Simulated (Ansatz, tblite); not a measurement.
Cost and result up the ladder for SnH2(NHEt)2 (C4H14N2Sn) (21 atoms). Charge 0, multiplicity 1. Geometry: PBE-D4/def2-SVP.

```csv
atom,x (Å),y (Å),z (Å)
Sn1,-0.456,-0.106,-0.072
H2,-1.628,-0.700,1.070
H3,-1.130,0.084,-1.667
N4,1.142,-1.375,0.221
C5,0.949,-2.811,0.364
C6,0.627,-3.581,-0.923
H7,1.927,-1.156,-0.404
H8,1.863,-3.251,0.829
H9,0.135,-2.981,1.106
H10,-0.325,-3.228,-1.374
H11,0.531,-4.672,-0.736
H12,1.427,-3.439,-1.681
N13,0.458,1.713,0.249
C14,-0.172,2.956,-0.173
C15,-1.343,3.448,0.688
H16,0.858,1.789,1.192
H17,0.605,3.756,-0.214
H18,-0.518,2.832,-1.224
H19,-2.177,2.713,0.686
H20,-1.744,4.417,0.321
H21,-1.029,3.591,1.743
```

Ansatz on 2 threads of AMD EPYC 7R13 on a shared host and a share (18 GiB) of an NVIDIA H100 80GB HBM3; xTB runs through tblite on one thread. Times are rough, summed over both states, and most runs start from the orbitals of an earlier one. PBE0-D4/def2-TZVP serves as the yardstick here, not as an exact answer. The other state is a triplet.

In the def2 sets Sn takes a core potential; there is no spin–orbit coupling. The xTB rows come from tblite.

xTB has no spin-polarisation term.

| level | functions | wall time | vertical triplet (eV) | difference from PBE0-D4/def2-TZVP (eV) |
| --- | --- | --- | --- | --- |
| GFN2-xTB | 47 | 0.048 s | 4.06 | -0.61 |
| GFN1-xTB | 61 | 0.054 s | 4.56 | -0.11 |
| PBE0-D4/def2-TZVP | 320 | 6.2 s | 4.67 | 0.00 |
| PBE-D4/def2-TZVP | 320 | 7.3 s | 4.28 | -0.39 |
| r2SCAN-D4/def2-TZVP (with forces) | 320 | 7.6 s | 4.47 | -0.20 |
